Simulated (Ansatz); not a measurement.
Basis sets compared for the cluster Zr2Se4⁺. Total charge 1; doublet. Geometry r2SCAN-D4/def2-SVP. Ansatz on 4 threads of Intel Xeon on a shared host; times are rough, and most runs start from earlier orbitals.

```
atom    x (Å)    y (Å)    z (Å)
 Zr1  -0.5272  -0.5055  -0.8794
 Zr2   1.1384   0.3429   1.6242
 Se3  -1.3664   0.3976   1.4296
 Se4   1.2755  -1.9833   0.9510
 Se5  -1.9836   0.5616  -2.4052
 Se6   1.4634   1.1868  -0.7202
```

In the def2 sets Zr takes a core potential; there is no spin–orbit coupling. The structure comes from a short search, and lower isomers may exist.

```
           level  functions  energy (Eh)  HOMO (eV)  LUMO (eV)  wall time
 PBE-D4/def2-SVP        190   -9697.7752      -9.90      -9.54        9 s
PBE0-D4/def2-SVP        190   -9698.0009     -10.62      -9.11       21 s
```

Problem. Estimate the rows for PBE-D4/def2-TZVP (with forces), PBE0-D4/def2-TZVP.

Solution. 
```json
{"level": "PBE-D4/def2-TZVP (with forces)", "functions": "272", "energy (Eh)": "-9698.9707", "HOMO (eV)": "-9.83", "LUMO (eV)": "-9.47", "wall time": "13 s"}
{"level": "PBE0-D4/def2-TZVP", "functions": "272", "energy (Eh)": "-9699.1981", "HOMO (eV)": "-10.53", "LUMO (eV)": "-9.00", "wall time": "31 s"}
```
